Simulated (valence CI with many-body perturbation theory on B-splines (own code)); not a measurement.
## Ba41+: calculated level list

Level of theory: configuration interaction combined with many-body perturbation theory (CI+MBPT): five valence electrons over a frozen Dirac-Fock core [Ne], radial functions for each j: 9 s, 9 p, 8 d, 6 f, 3 g, 1 h, with the one-electron correlation potential Σ1 (screened to all orders), the two-electron term Σ2, the three-electron term Σ3, Breit, model QED; selected single and double excitations, second order for the rest (own B-spline code, finite nucleus).

The last digits are not significant, and no measured levels were compared; by estimate large intervals hold to a few tenths of a per cent, small ones and those within an open d or f shell to about a per cent. Among the levels kept, up to 640 cm⁻¹ of a level comes from second order outside the variational space, and about a tenth of that is noise between levels of different J, which matters for small intervals.

Levels 1 to 45 of 51, with energies above the lowest level, (3s^2 3p1/2^2 3p3/2) J=3/2. "Leading %" is the weight of the configuration and term that name the level; weights of strongly mixed levels are sums over their largest components and can fall short. In the jj column 3d3/2^4 stands for four electrons in 3d with j = 3/2. Lifetimes count E1, E2, E3, M1 and M2 decay at the calculated energies, and are blank where another channel may lead or the interval is too uncertain; long ones can be off by a factor of two.

| No. | Configuration | Term | J | E (eV) | Leading % | Second component | Lifetime | Leading jj |
| --- | --- | --- | --- | --- | --- | --- | --- | --- |
| 1 | 3s2 3p3 | 2P° | 3/2 | 0.00 | 44 | 29 % 3s2 3p3 4S° |  | 3s^2 3p1/2^2 3p3/2 (98 %) |
| 2 | 3s2 3p3 | 4S° | 3/2 | 85.48 | 53 | 45 % 3s2 3p3 2D° | 152 ns | 3s^2 3p1/2 3p3/2^2 (98 %) |
| 3 | 3s2 3p3 | 2D° | 5/2 | 94.05 | 98 |  | 816 ns | 3s^2 3p1/2 3p3/2^2 (98 %) |
| 4 | 3s2 3p3 | 2P° | 1/2 | 104.61 | 98 |  | 205 ns | 3s^2 3p1/2 3p3/2^2 (98 %) |
| 5 | 3s2 3p2 3d | 4F | 3/2 | 159.38 | 37 | 26 % 3s2 3p2 3d 2D | 356 ps | 3s^2 3p1/2^2 3d3/2 (96 %) |
| 6 | 3s 3p4 | 4P | 5/2 | 183.70 | 23 | 18 % 3s2 3p2 3d 2D | 65.4 ps | 3s^2 3p1/2^2 3d5/2 (66 %) |
| 7 | 3s2 3p3 | 2P° | 3/2 | 191.31 | 53 | 28 % 3s2 3p3 2D° | 71.7 ns | 3s^2 3p3/2^3 (97 %) |
| 8 | 3s 3p4 | 4P | 5/2 | 203.53 | 48 | 14 % 3s 3p4 2D | 10.1 ps | 3s 3p1/2^2 3p3/2^2 (61 %) |
| 9 | 3s 3p4 | 2S | 1/2 | 219.82 | 48 | 33 % 3s 3p4 4P | 9.85 ps | 3s 3p1/2^2 3p3/2^2 (83 %) |
| 10 | 3s 3p4 | 2D | 3/2 | 220.59 | 28 | 27 % 3s 3p4 2P | 6.27 ps | 3s 3p1/2^2 3p3/2^2 (70 %) |
| 11 | 3s2 3p2 3d | 2F | 5/2 | 244.26 | 48 | 44 % 3s2 3p2 3d 4F | 399 ps | 3s^2 3p1/2 3p3/2 3d3/2 (97 %) |
| 12 | 3s2 3p2 3d | 4F | 3/2 | 245.39 | 31 | 29 % 3s2 3p2 3d 4D | 31.6 ps | 3s^2 3p1/2 3p3/2 3d3/2 (92 %) |
| 13 | 3s2 3p2 3d | 4D | 1/2 | 245.93 | 78 | 14 % 3s2 3p2 3d 2P | 240 ps | 3s^2 3p1/2 3p3/2 3d3/2 (97 %) |
| 14 | 3s2 3p2 3d | 2G | 7/2 | 252.51 | 41 | 28 % 3s2 3p2 3d 2F | 309 ns | 3s^2 3p1/2 3p3/2 3d3/2 (92 %) |
| 15 | 3s2 3p2 3d | 4D | 7/2 | 266.16 | 46 | 37 % 3s2 3p2 3d 4F | 3.47 ns | 3s^2 3p1/2 3p3/2 3d5/2 (98 %) |
| 16 | 3s2 3p2 3d | 2P | 3/2 | 266.75 | 33 | 23 % 3s 3p4 4P | 220 ps | 3s^2 3p1/2 3p3/2 3d5/2 (73 %) |
| 17 | 3s2 3p2 3d | 2F | 5/2 | 271.05 | 29 | 23 % 3s2 3p2 3d 4P | 5.03 ps | 3s^2 3p1/2 3p3/2 3d5/2 (66 %) |
| 18 | 3s2 3p2 3d | 2D | 5/2 | 274.18 | 42 | 19 % 3s2 3p2 3d 4D | 2.47 ps | 3s^2 3p1/2 3p3/2 3d3/2 (54 %) |
| 19 | 3s2 3p2 3d | 2G | 9/2 | 275.15 | 55 | 44 % 3s2 3p2 3d 4F |  | 3s^2 3p1/2 3p3/2 3d5/2 (98 %) |
| 20 | 3s2 3p2 3d | 4P | 3/2 | 278.00 | 24 | 24 % 3s2 3p2 3d 2D | 1.07 ps | 3s^2 3p1/2 3p3/2 3d3/2 (76 %) |
| 21 | 3s2 3p2 3d | 2P | 1/2 | 278.14 | 40 | 36 % 3s2 3p2 3d 4P | 1.45 ps | 3s^2 3p1/2 3p3/2 3d3/2 (84 %) |
| 22 | 3s2 3p2 3d | 2F | 7/2 | 291.68 | 45 | 31 % 3s2 3p2 3d 2G | 7.45 ps | 3s^2 3p1/2 3p3/2 3d5/2 (86 %) |
| 23 | 3s2 3p2 3d | 2D | 5/2 | 293.83 | 35 | 22 % 3s2 3p2 3d 2F | 3.22 ps | 3s^2 3p1/2 3p3/2 3d5/2 (73 %) |
| 24 | 3s2 3p2 3d | 2D | 3/2 | 294.87 | 43 | 22 % 3s2 3p2 3d 4D | 7.92 ps | 3s^2 3p1/2 3p3/2 3d5/2 (62 %) |
| 25 | 3s2 3p2 3d | 2S | 1/2 | 296.95 | 34 | 32 % 3s2 3p2 3d 2P | 5.52 ps | 3s^2 3p1/2 3p3/2 3d5/2 (74 %) |
| 26 | 3s 3p4 | 4P | 3/2 | 303.85 | 25 | 25 % 3s2 3p2 3d 2P | 4.12 ps | 3s^2 3p1/2 3p3/2 3d5/2 (47 %) |
| 27 | 3s 3p4 | 2D | 5/2 | 311.24 | 55 | 11 % 3s2 3p2 3d 4D | 3.79 ps | 3s 3p1/2 3p3/2^3 (62 %) |
| 28 | 3s 3p4 | 2P | 3/2 | 325.67 | 45 | 19 % 3s 3p4 2D | 2.04 ps | 3s 3p1/2 3p3/2^3 (71 %) |
| 29 | 3s 3p4 | 2P | 1/2 | 326.28 | 34 | 26 % 3s2 3p2 3d 2P | 2.14 ps | 3s 3p1/2 3p3/2^3 (56 %) |
| 30 | 3s 3p3 3d | 6D° | 5/2 | 353.64 | 29 | 21 % 3s 3p3 3d 4F° | 64.0 ps | 3s 3p1/2^2 3p3/2 3d3/2 (89 %) |
| 31 | 3s 3p3 3d | 6D° | 3/2 | 355.11 | 36 | 16 % 3s 3p3 3d 4D° | 42.9 ps | 3s 3p1/2^2 3p3/2 3d3/2 (90 %) |
| 32 | 3s 3p3 3d | 6D° | 1/2 | 355.83 | 44 | 38 % 3s 3p3 3d 4P° | 74.7 ps | 3s 3p1/2^2 3p3/2 3d3/2 (90 %) |
| 33 | 3s 3p3 3d | 6D° | 7/2 | 358.60 | 31 | 22 % 3s 3p3 3d 4F° | 85.8 ps | 3s 3p1/2^2 3p3/2 3d3/2 (75 %) |
| 34 | 3s2 3p2 3d | 2F | 7/2 | 361.19 | 43 | 36 % 3s2 3p2 3d 4D | 5.40 ps | 3s^2 3p3/2^2 3d5/2 (62 %) |
| 35 | 3s2 3p2 3d | 2D | 5/2 | 361.34 | 33 | 18 % 3s2 3p2 3d 2F | 1.64 ps | 3s^2 3p3/2^2 3d3/2 (79 %) |
| 36 | 3s2 3p2 3d | 2P | 1/2 | 362.22 | 44 | 26 % 3s2 3p2 3d 4P | 1.44 ps | 3s^2 3p3/2^2 3d3/2 (67 %) |
| 37 | 3s2 3p2 3d | 2D | 3/2 | 362.46 | 26 | 24 % 3s2 3p2 3d 4P | 1.28 ps | 3s^2 3p3/2^2 3d3/2 (77 %) |
| 38 | 3s2 3p2 3d | 4F | 9/2 | 365.16 | 55 | 43 % 3s2 3p2 3d 2G | 129 ns | 3s^2 3p3/2^2 3d5/2 (97 %) |
| 39 | 3s2 3p2 3d | 2F | 7/2 | 365.25 | 65 | 25 % 3s2 3p2 3d 2G | 3.32 ps | 3s^2 3p3/2^2 3d3/2 (58 %) |
| 40 | 3s2 3p2 3d | 2S | 1/2 | 366.77 | 38 | 25 % 3s2 3p2 3d 2P | 11.0 ps | 3s^2 3p3/2^2 3d5/2 (70 %) |
| 41 | 3s 3p3 3d | 4F° | 3/2 | 371.22 | 30 | 13 % 3s 3p3 3d 2D° | 10.7 ps | 3s 3p1/2^2 3p3/2 3d3/2 (67 %) |
| 42 | 3s 3p3 3d | 6D° | 9/2 | 375.81 | 44 | 40 % 3s 3p3 3d 4F° | 74.5 ps | 3s 3p1/2^2 3p3/2 3d5/2 (92 %) |
| 43 | 3s2 3p2 3d | 2D | 3/2 | 376.77 | 61 | 17 % 3s2 3p2 3d 2P | 1.79 ps | 3s^2 3p3/2^2 3d3/2 (81 %) |
| 44 | 3s 3p3 3d | 4G° | 5/2 | 383.92 | 32 | 18 % 3s 3p3 3d 2F° | 5.16 ps | 3s 3p1/2^2 3p3/2 3d3/2 (82 %) |
| 45 | 3s2 3p2 3d | 2D | 5/2 | 386.22 | 78 | 13 % 3s2 3p2 3d 4D | 671 ps | 3s^2 3p3/2^2 3d5/2 (97 %) |

The ionisation energy to 3s2 3p2 3P_0 of the next ion comes out as 3084.1 eV (NIST: 3081 ± 4 eV (theoretical)). All 51 levels together are meant to be complete up to 401.95 eV.
